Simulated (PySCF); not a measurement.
## Relaxation of singlet SbCl₃

These are results of PBE0/[Sb def2-SVP with ECP28, Cl def2-SVP], scalar-relativistic core potentials, density fitting, no spin–orbit coupling, PySCF, not measurements. A (50,194) grid was used.

A hand-made T-shaped start, of C2v symmetry, held to at least that symmetry:

```xyz
4
charge 0 multiplicity 1, angstrom
Sb    0.0000    0.0000   -0.3959
Cl    0.0000    0.0000    1.9941
Cl    2.3885    0.0000   -0.3125
Cl   -2.3885    0.0000   -0.3125
```

At each step, columns x, y, z (Å) and Fx, Fy, Fz (eV/Å):

```
step 0  E − E(last) = 8.57 kJ/mol
Sb   0.000   0.000  -0.396   0.000   0.000   0.519
Cl   0.000   0.000   1.994   0.000   0.000  -0.467
Cl   2.389   0.000  -0.313   1.005   0.000  -0.026
Cl  -2.389   0.000  -0.313  -1.005   0.000  -0.026
step 1  E − E(last) = 0.86 kJ/mol
Sb   0.000   0.000  -0.381   0.000   0.000   0.240
Cl   0.000   0.000   1.974   0.000   0.000  -0.104
Cl   2.449   0.000  -0.310   0.161   0.000  -0.068
Cl  -2.449   0.000  -0.310  -0.161   0.000  -0.068
step 2  E − E(last) = 0.27 kJ/mol
Sb   0.000   0.000  -0.363   0.000   0.000   0.032
Cl   0.000   0.000   1.979   0.000   0.000   0.064
Cl   2.462   0.000  -0.321   0.020   0.000  -0.048
Cl  -2.462   0.000  -0.321  -0.020   0.000  -0.048
step 3  E − E(last) = 0.09 kJ/mol
Sb   0.000   0.000  -0.350   0.000   0.000  -0.013
Cl   0.000   0.000   1.991   0.000   0.000   0.065
Cl   2.467   0.000  -0.334  -0.027   0.000  -0.026
Cl  -2.467   0.000  -0.334   0.027   0.000  -0.026
step 4  E − E(last) = 0.01 kJ/mol
Sb   0.000   0.000  -0.339   0.000   0.000  -0.009
Cl   0.000   0.000   2.004   0.000   0.000   0.021
Cl   2.467   0.000  -0.346  -0.026   0.000  -0.006
Cl  -2.467   0.000  -0.346   0.026   0.000  -0.006
step 5  E − E(last) = 0.00 kJ/mol
Sb   0.000   0.000  -0.336   0.000   0.000   0.000
Cl   0.000   0.000   2.009   0.000   0.000   0.001
Cl   2.466   0.000  -0.350  -0.007   0.000   0.000
Cl  -2.466   0.000  -0.350   0.007   0.000   0.000
step 6  E − E(last) = 0.00 kJ/mol
Sb   0.000   0.000  -0.336   0.000   0.000  -0.001
Cl   0.000   0.000   2.009   0.000   0.000   0.001
Cl   2.465   0.000  -0.350  -0.001   0.000   0.000
Cl  -2.465   0.000  -0.350   0.001   0.000   0.000
```

It ends at C2v with Sb–Cl 2.345 Å, Sb–Cl 2.465 Å (×2); Cl–Sb–Cl 90.3° (×2), Cl–Sb–Cl 179.3°. A frequency run shows 1 imaginary mode, down to 130i cm⁻¹, so it is a saddle point. Other isomers or separated fragments may lie lower.

The relaxation took of the order of 30 core-seconds on a shared host.
